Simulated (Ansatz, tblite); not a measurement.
Forces on Cu2Ni at its PBE-D4/def2-TZVP geometry. The state is a singlet with charge 0.

The xTB rows come from tblite. The restricted singlet is unstable towards broken spin symmetry at other levels; at B97M-V/def2-TZVP this wasn't settled. The geometry of the singlet was relaxed on an unsound state (restricted singlet, unstable towards broken spin symmetry). At PBE0-D4/def2-TZVP a triplet of charge 0 lies 0.49 eV below the restricted singlet, each at its own geometry. The structure comes from a short search, and lower isomers may exist.

GFN1-xTB (tblite), largest force 1.27 eV/Å:

```xyz
3
positions Å, forces eV/Å
Ni   -0.006   -1.265   -0.310    0.006    1.237    0.303
Cu   -0.378    0.907   -0.957    0.206   -0.769    0.458
Cu    0.384    0.358    1.267   -0.212   -0.468   -0.762
```

GFN2-xTB (tblite), largest force 0.45 eV/Å:

```
Ni -0.002 -0.367 -0.090
Cu 0.129 0.091 0.418
Cu -0.127 0.276 -0.328
```

B97M-V/def2-TZVP (Ansatz), largest force 0.13 eV/Å:

```
Ni 0.000 -0.094 -0.023
Cu -0.037 0.074 -0.098
Cu 0.038 0.020 0.121
```
